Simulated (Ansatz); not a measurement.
Born–Oppenheimer molecular dynamics of Cl₂Zn (3 atoms, charge 0, multiplicity 1). It goes on from the last frame of an earlier run, with new velocities.

All numbers below come from RKS PBE-D4/def2-TZVP in Ansatz.

```yaml
ensemble: NVT, Nosé–Hoover chain
time_step: 2 fs
steps_asked: 150
set_temperature: 500 K
thermostat: time constant 100 fs, chain length 3 (defaults)
seed: 176442
```

First frame:

```xyz
3
Properties=species:S:1:pos:R:3
Zn -0.219 -0.047 -0.017
Cl 0.206 0.044 2.000
Cl 0.198 0.043 -1.969
```

Problem. How far do the bonds stretch over the last three quarters of this one trajectory? (Pairs bonded in most of those frames.)

Solution. 
| bond | mean (Å) | spread (Å) | shortest | longest |
| --- | --- | --- | --- | --- |
| Zn1–Cl2 | 2.093 | 0.038 | 2.03 | 2.17 |
| Zn1–Cl3 | 2.086 | 0.038 | 2.02 | 2.16 |

Mean temperature of the second half: 355 K. The conserved energy stayed within 0.18 meV per atom of its start (net change -0.16 meV per atom), so the integration is sound. The mean temperature of the second half is 29 % below the set value. A run of 0.3 ps of so small a system gives no equilibrium averages.

Time of the run: 3 min on 2 threads of Arm Neoverse V2, on a shared host, peak memory 0.17 GiB.
